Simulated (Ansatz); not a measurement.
Basis-set extrapolation for CH₄ClO₂Si, SMILES `CO[SiH]([O])Cl` radical (PBE0-D4/def2-TZVP geometry, frozen core, Ansatz). Multiplicity 2, UHF reference.

```tsv
	def2-TZVPP	def2-QZVPP
HF	-938.552344	-938.583822
MP2 correlation	-0.894231	-0.971332
CCSD(T) correlation	-0.979432	not run
```

Energies in hartree. Use E(X) = E(∞) + A·exp(−7.88·√X) for Hartree–Fock and E(X) = E(∞) + B·X^(−2.97) for correlation, with X = 3 and 4, and add CCSD(T) minus MP2 of the smaller set to the MP2 limit.

What is the CCSD(T) energy at the basis-set limit?

HF limit: -938.583822 + (-0.031478) × 0.13774 = -938.58816. MP2 limit: -0.971332 + (-0.077101) × 0.74074 = -1.02844. Higher-order term: -0.979432 − (-0.894231) = -0.08520. Total: -939.70180 hartree, 4.63 eV below CCSD(T)/def2-TZVPP.
